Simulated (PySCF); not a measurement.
PySCF input (TPSS/def2-TZVPD):

```python
from pyscf import gto, scf, dft

mol = gto.M(
    atom='''
    Ga   -0.00000000   -0.00000000   -1.27263610
    Br    0.00000000    0.00000000    1.12719198
    ''',
    basis='def2-tzvpd',
    charge=0,
    spin=0,
    verbose=4,
)

mf = dft.RKS(mol, xc='tpss').density_fit(auxbasis='def2-universal-jkfit')
mf.grids.level = 3
mf.conv_tol = 1e-9
mf.max_cycle = 100
mf.max_memory = 1500
mf.kernel()
if not mf.converged:
    mf = mf.newton()
    mf.kernel(mf.make_rdm1())
mf.analyze()
```

End of the output:

```
Extra cycle  E= -4498.9740860074  delta_E= 1.27e-11  |g|= 8.39e-06  |ddm|= 1.46e-05
converged SCF energy = -4498.9740860074
**** SCF Summaries ****
Total Energy =                       -4498.974086007398910
Nuclear Repulsion Energy =             239.249335664161435
One-electron Energy =                -6743.652586999352934
Two-electron Energy =                 2005.429165327792589
Two-electron Coulomb Energy =         2171.637090117043499
DFT Exchange-Correlation Energy =     -166.207924789250939
HOMO-LUMO gap [eV] =                     4.006612826555296
**** MO energy ****
MO #1   energy= -481.70408563318   occ= 2
MO #2   energy= -371.594396717921  occ= 2
MO #3   energy= -61.9213424729179  occ= 2
MO #4   energy= -55.754201029674   occ= 2
MO #5   energy= -55.7533276718672  occ= 2
MO #6   energy= -55.7533276718668  occ= 2
MO #7   energy= -45.4792567959476  occ= 2
MO #8   energy= -40.2476338692008  occ= 2
MO #9   energy= -40.2476338692008  occ= 2
MO #10  energy= -40.2456639375566  occ= 2
MO #11  energy= -8.45165761908196  occ= 2
MO #12  energy= -6.29091146288776  occ= 2
MO #13  energy= -6.28813396929314  occ= 2
MO #14  energy= -6.28813396929312  occ= 2
MO #15  energy= -5.3428351623556   occ= 2
MO #16  energy= -3.64378437562632  occ= 2
MO #17  energy= -3.6437843756263   occ= 2
MO #18  energy= -3.63791929796169  occ= 2
MO #19  energy= -2.45873959111346  occ= 2
MO #20  energy= -2.45787861038698  occ= 2
MO #21  energy= -2.45787861038698  occ= 2
MO #22  energy= -2.4557414633624   occ= 2
MO #23  energy= -2.45573407722383  occ= 2
MO #24  energy= -0.749720651128105 occ= 2
MO #25  energy= -0.749719844174996 occ= 2
MO #26  energy= -0.749576561504173 occ= 2
MO #27  energy= -0.745397957806681 occ= 2
MO #28  energy= -0.745397957806675 occ= 2
MO #29  energy= -0.683112334280324 occ= 2
MO #30  energy= -0.367943320063836 occ= 2
MO #31  energy= -0.260093427994463 occ= 2
MO #32  energy= -0.260093427994462 occ= 2
MO #33  energy= -0.237827462628003 occ= 2
MO #34  energy= -0.0905871558089937 occ= 0
MO #35  energy= -0.090587155808978 occ= 0
MO #36  energy= -0.0175107308736253 occ= 0
MO #37  energy= 0.00531058428274456 occ= 0
MO #38  energy= 0.0405690491388688 occ= 0
MO #39  energy= 0.0405690491388757 occ= 0
MO #40  energy= 0.0434425497291958 occ= 0
MO #41  energy= 0.0600469606407827 occ= 0
MO #42  energy= 0.0600470576530313 occ= 0
MO #43  energy= 0.0803683646677004 occ= 0
MO #44  energy= 0.080368364667705  occ= 0
MO #45  energy= 0.0840501162858164 occ= 0
MO #46  energy= 0.126011201958218  occ= 0
MO #47  energy= 0.154764868641912  occ= 0
MO #48  energy= 0.1547651104489    occ= 0
MO #49  energy= 0.173183085838075  occ= 0
MO #50  energy= 0.173183085838079  occ= 0
MO #51  energy= 0.182104446595746  occ= 0
MO #52  energy= 0.259305360282453  occ= 0
MO #53  energy= 0.259305401832323  occ= 0
MO #54  energy= 0.268403583755228  occ= 0
MO #55  energy= 0.268403583755234  occ= 0
MO #56  energy= 0.277964903694156  occ= 0
MO #57  energy= 0.299303908500442  occ= 0
MO #58  energy= 0.299303908500459  occ= 0
MO #59  energy= 0.334101325848738  occ= 0
MO #60  energy= 0.386256364399963  occ= 0
MO #61  energy= 0.399414843175175  occ= 0
MO #62  energy= 0.399414843175189  occ= 0
MO #63  energy= 0.455655522961943  occ= 0
MO #64  energy= 0.455656988217868  occ= 0
MO #65  energy= 0.478742091350004  occ= 0
MO #66  energy= 0.478742091350018  occ= 0
MO #67  energy= 0.490648082970025  occ= 0
MO #68  energy= 0.599915184599489  occ= 0
MO #69  energy= 0.857913209381614  occ= 0
MO #70  energy= 0.857914863047339  occ= 0
MO #71  energy= 0.86267401825987   occ= 0
MO #72  energy= 0.862674018259886  occ= 0
MO #73  energy= 0.876129361937174  occ= 0
MO #74  energy= 0.88377819721973   occ= 0
MO #75  energy= 0.883778197219739  occ= 0
MO #76  energy= 0.89013218901818   occ= 0
MO #77  energy= 0.890133459260959  occ= 0
MO #78  energy= 0.970554778211167  occ= 0
MO #79  energy= 1.01588393669964   occ= 0
MO #80  energy= 1.01588393669965   occ= 0
MO #81  energy= 1.11837087250533   occ= 0
MO #82  energy= 1.49468973343574   occ= 0
MO #83  energy= 1.49471794232746   occ= 0
MO #84  energy= 1.49824122558706   occ= 0
MO #85  energy= 1.49824122558709   occ= 0
MO #86  energy= 1.50793734938466   occ= 0
MO #87  energy= 1.50793734938467   occ= 0
MO #88  energy= 1.54526356696264   occ= 0
MO #89  energy= 1.54526520574201   occ= 0
MO #90  energy= 1.55709480910569   occ= 0
MO #91  energy= 1.66930007205289   occ= 0
MO #92  energy= 1.6693000720529    occ= 0
MO #93  energy= 1.75892745587511   occ= 0
MO #94  energy= 1.76420599654753   occ= 0
MO #95  energy= 1.76420599654753   occ= 0
MO #96  energy= 2.01158077992852   occ= 0
MO #97  energy= 2.27879196610878   occ= 0
MO #98  energy= 2.27880376504154   occ= 0
MO #99  energy= 2.35089631194956   occ= 0
MO #100 energy= 2.35089631194963   occ= 0
MO #101 energy= 2.37044240056263   occ= 0
MO #102 energy= 3.11700531929167   occ= 0
MO #103 energy= 3.11700531929171   occ= 0
MO #104 energy= 3.54515867066146   occ= 0
MO #105 energy= 4.12154947174264   occ= 0
MO #106 energy= 4.12156430012267   occ= 0
MO #107 energy= 4.13035882754592   occ= 0
MO #108 energy= 4.14075254955844   occ= 0
MO #109 energy= 4.14075254955844   occ= 0
MO #110 energy= 4.52041430187788   occ= 0
MO #111 energy= 7.3553801969557    occ= 0
 ** Mulliken pop on meta-lowdin orthogonal AOs  **
 ** Mulliken pop  **
pop of  0 Ga 1s           1.99998
pop of  0 Ga 2s           1.99965
pop of  0 Ga 3s           1.99873
pop of  0 Ga 4s           1.91573
pop of  0 Ga 5s           0.00676
pop of  0 Ga 6s           0.00070
pop of  0 Ga 7s           0.00032
pop of  0 Ga 2px          1.99996
pop of  0 Ga 2py          1.99996
pop of  0 Ga 2pz          1.99996
pop of  0 Ga 3px          1.99984
pop of  0 Ga 3py          1.99984
pop of  0 Ga 3pz          1.99984
pop of  0 Ga 4px          0.12840
pop of  0 Ga 4py          0.12840
pop of  0 Ga 4pz          0.50796
pop of  0 Ga 5px          0.00068
pop of  0 Ga 5py          0.00068
pop of  0 Ga 5pz          0.00654
pop of  0 Ga 6px          0.00007
pop of  0 Ga 6py          0.00007
pop of  0 Ga 6pz          0.00021
pop of  0 Ga 3dxy         1.99883
pop of  0 Ga 3dyz         1.99862
pop of  0 Ga 3dz^2        1.99828
pop of  0 Ga 3dxz         1.99862
pop of  0 Ga 3dx2-y2      1.99883
pop of  0 Ga 4dxy         0.00065
pop of  0 Ga 4dyz         0.00216
pop of  0 Ga 4dz^2        0.00251
pop of  0 Ga 4dxz         0.00216
pop of  0 Ga 4dx2-y2      0.00065
pop of  0 Ga 5dxy         0.00042
pop of  0 Ga 5dyz         0.00211
pop of  0 Ga 5dz^2        0.00162
pop of  0 Ga 5dxz         0.00211
pop of  0 Ga 5dx2-y2      0.00042
pop of  0 Ga 6dxy         0.00003
pop of  0 Ga 6dyz         0.00006
pop of  0 Ga 6dz^2        0.00015
pop of  0 Ga 6dxz         0.00006
pop of  0 Ga 6dx2-y2      0.00003
pop of  0 Ga 7dxy         0.00005
pop of  0 Ga 7dyz         0.00010
pop of  0 Ga 7dz^2        0.00015
pop of  0 Ga 7dxz         0.00010
pop of  0 Ga 7dx2-y2      0.00005
pop of  0 Ga 4f-3         0.00000
pop of  0 Ga 4f-2         0.00000
pop of  0 Ga 4f-1         0.00050
pop of  0 Ga 4f+0         0.00057
pop of  0 Ga 4f+1         0.00050
pop of  0 Ga 4f+2         0.00000
pop of  0 Ga 4f+3         0.00000
pop of  1 Br 1s           1.99997
pop of  1 Br 2s           1.99929
pop of  1 Br 3s           1.99915
pop of  1 Br 4s           1.91525
pop of  1 Br 5s           0.00280
pop of  1 Br 6s           0.00252
pop of  1 Br 7s           0.00108
pop of  1 Br 2px          1.99998
pop of  1 Br 2py          1.99998
pop of  1 Br 2pz          1.99998
pop of  1 Br 3px          1.99974
pop of  1 Br 3py          1.99974
pop of  1 Br 3pz          1.99970
pop of  1 Br 4px          1.86457
pop of  1 Br 4py          1.86457
pop of  1 Br 4pz          1.63233
pop of  1 Br 5px          0.00037
pop of  1 Br 5py          0.00037
pop of  1 Br 5pz          0.00166
pop of  1 Br 6px          0.00019
pop of  1 Br 6py          0.00019
pop of  1 Br 6pz          0.00050
pop of  1 Br 7px          0.00016
pop of  1 Br 7py          0.00016
pop of  1 Br 7pz          0.00008
pop of  1 Br 3dxy         1.99986
pop of  1 Br 3dyz         1.99984
pop of  1 Br 3dz^2        1.99983
pop of  1 Br 3dxz         1.99984
pop of  1 Br 3dx2-y2      1.99986
pop of  1 Br 4dxy         0.00013
pop of  1 Br 4dyz         0.00214
pop of  1 Br 4dz^2        0.00507
pop of  1 Br 4dxz         0.00214
pop of  1 Br 4dx2-y2      0.00013
pop of  1 Br 5dxy         0.00002
pop of  1 Br 5dyz         0.00018
pop of  1 Br 5dz^2        0.00061
pop of  1 Br 5dxz         0.00018
pop of  1 Br 5dx2-y2      0.00002
pop of  1 Br 6dxy         0.00001
pop of  1 Br 6dyz         0.00004
pop of  1 Br 6dz^2        0.00007
pop of  1 Br 6dxz         0.00004
pop of  1 Br 6dx2-y2      0.00001
pop of  1 Br 7dxy         0.00000
pop of  1 Br 7dyz         0.00011
pop of  1 Br 7dz^2        0.00003
pop of  1 Br 7dxz         0.00011
pop of  1 Br 7dx2-y2      0.00000
pop of  1 Br 4f-3         0.00000
pop of  1 Br 4f-2         0.00000
pop of  1 Br 4f-1         0.00019
pop of  1 Br 4f+0         0.00042
pop of  1 Br 4f+1         0.00019
pop of  1 Br 4f+2         0.00000
pop of  1 Br 4f+3         0.00000
 ** Mulliken atomic charges  **
charge of    0Ga =      0.29539
charge of    1Br =     -0.29539
Dipole moment(X, Y, Z, Debye):  0.00000,  0.00000, -2.55209
```
